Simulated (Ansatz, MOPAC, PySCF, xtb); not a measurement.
Noncovalent pair: C2H4 (SMILES C=C) (first 6 atoms) with H4OSi (SMILES O[SiH3]); geometry from B3LYP-D3(BJ)/def2-TZVP, rigid monomers moved along the line of their centres of mass till H4···O7 is 2.43 Å.
(charge 0, multiplicity 1):
```tsv
atom	x (Å)	y (Å)	z (Å)
C	-0.3552	-0.4689	-0.0182
C	0.4663	0.5705	0.0029
H	-1.1645	-0.5394	-0.7351
H	-0.2469	-1.2837	0.6863
H	1.2720	0.6355	0.7235
H	0.3667	1.3942	-0.6938
O	0.6957	-0.9449	2.8992
Si	-0.3177	0.2481	3.4407
H	1.5675	-1.0133	3.2951
H	-0.4187	0.2170	4.9220
H	-1.6350	-0.0257	2.8387
H	0.1557	1.5948	3.0411
```

| level | interaction energy (meV) | cost |
|---|---|---|
| AM1 | 70.7 | - |
| PM3 | 53.0 | - |
| GFN1-xTB | -52.8 | - |
| HF/3-21G (no counterpoise) | -54.8 | - |
| PBE-D3(BJ)/def2-TZVPPD | -58.6 | ×1 |
| PBE-D4/def2-TZVPPD | -60.9 | ×1 |
| BP86/6-31G* (no counterpoise) | 26.5 | - |
| r2SCAN/def2-TZVPPD | -30.4 | ×2 |
| r2SCAN-D3(BJ)/def2-TZVPPD | -60.3 | ×2 |
| r2SCAN-D4/def2-TZVPPD | -56.4 | ×2 |
| B3LYP/6-31G* (no counterpoise) | 1.9 | - |
| PBE0/def2-TZVPPD | 14.6 | ×1 |
| wB97M-V/def2-TZVPPD | -59.6 | ×3 |
| CCSD(T)/aug-cc-pV(D+d)Z | -22.6 | ×9 |

The rows run from -60.9 (PBE-D4/def2-TZVPPD) to 70.7 meV (AM1). The dispersion term adds -30.0 in r2SCAN-D3(BJ), -26.0 in r2SCAN-D4. The 3 functionals in def2-TZVPPD without D3 or D4 span 74.2, from wB97M-V to PBE0.

Monomers are frozen at their geometry in the pair; levels with a basis set take the counterpoise correction. Rows marked so take none.

Frozen-core correlation. Rows in 3-21G, 6-31G* carry no dispersion term and start afresh at each structure (6-31G* with six Cartesian d functions). The state reached by AM1, PM3 isn't checked.

Run with Ansatz (Gaussian basis) for Hartree–Fock, density functionals and correlated methods; MOPAC for AM1, PM3 (differences of heats of formation); PySCF for 3-21G rows, 6-31G* rows, the dispersion terms; xtb for the GFN methods. Values without a source in brackets are computed.

Costs are rough ratios of core time to PBE/def2-TZVPPD (about 11 s over the structures, on one shared machine); a dash marks a level with no comparable run of its own.

Ansatz is an electronic-structure program.
